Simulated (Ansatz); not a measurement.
`Sc1ccc(-c2ccc(-c3ccc(S)s3)s2)s1` with charge +1. Total charge 1; doublet. Geometry PBE-D4/def2-SVP, that of the neutral singlet; atoms count from 1.

```xyz
25

S    -2.530   -5.868    2.491
C    -2.122   -4.196    2.106
C    -2.610   -3.009    2.637
C    -2.016   -1.859    2.049
C    -1.073   -2.151    1.067
C    -0.276   -1.259    0.262
C     0.668   -1.558   -0.721
C     1.258   -0.412   -1.307
C     0.778    0.791   -0.787
C     1.136    2.144   -1.130
C     0.662    3.349   -0.616
C     1.253    4.501   -1.203
C     2.188    4.185   -2.180
S     3.123    5.341   -3.125
S     2.342    2.458   -2.372
S    -0.426    0.478    0.450
S    -0.923   -3.893    0.874
H    -3.444   -5.543    3.446
H    -3.372   -2.972    3.427
H    -2.271   -0.829    2.336
H     0.922   -2.590   -1.004
H     2.021   -0.452   -2.097
H    -0.100    3.393    0.175
H     1.002    5.533   -0.923
H     3.809    4.418   -3.855
```

Single mean-field runs in def2-TZVP are fitted with def2-universal-jkfit.

Question: Estimate the Mulliken populations from the PBE0/def2-TZVP orbitals of Ansatz.

Answer: 
```
atom  charge (e)  spin (α − β)
  S1       -0.04          0.09
  C2        0.04          0.13
  C3       -0.14          0.01
  C4       -0.19          0.09
  C5        0.02          0.05
  C6        0.15          0.13
  C7       -0.14          0.05
  C8       -0.14          0.05
  C9        0.16          0.12
 C10        0.01          0.05
 C11       -0.18          0.09
 C12       -0.15          0.01
 C13        0.05          0.14
 S14       -0.03          0.09
 S15        0.05         -0.03
 S16        0.03         -0.04
 S17        0.08         -0.03
 H18        0.19          0.00
 H19        0.18          0.00
 H20        0.17         -0.01
 H21        0.17          0.00
 H22        0.17          0.00
 H23        0.17         -0.01
 H24        0.18          0.00
 H25        0.19          0.00
```
Mulliken values depend strongly on the basis.

Question: Where does the spin sit?

Answer: Summed by element: S 0.09, C 0.93, H -0.03, of 1 unpaired in all. Largest on single atoms: C13 0.14, C2 0.13, C6 0.13.

Question: And the Mayer bond orders between heavy atoms (over 0.3)?

Answer: S1–C2 1.21 (1.76 Å); C2–C3 1.44 (1.39 Å); C2–S17 1.24 (1.75 Å); C3–C4 1.40 (1.42 Å); C4–C5 1.36 (1.39 Å); C5–C6 1.11 (1.44 Å); C5–S17 1.22 (1.76 Å); C6–C7 1.30 (1.40 Å); C6–S16 1.23 (1.75 Å); C7–C8 1.43 (1.42 Å); C8–C9 1.30 (1.40 Å); C9–C10 1.10 (1.44 Å); C9–S16 1.23 (1.75 Å); C10–C11 1.37 (1.39 Å); C10–S15 1.23 (1.76 Å); C11–C12 1.41 (1.42 Å); C12–C13 1.44 (1.39 Å); C13–S14 1.20 (1.76 Å); C13–S15 1.24 (1.74 Å).
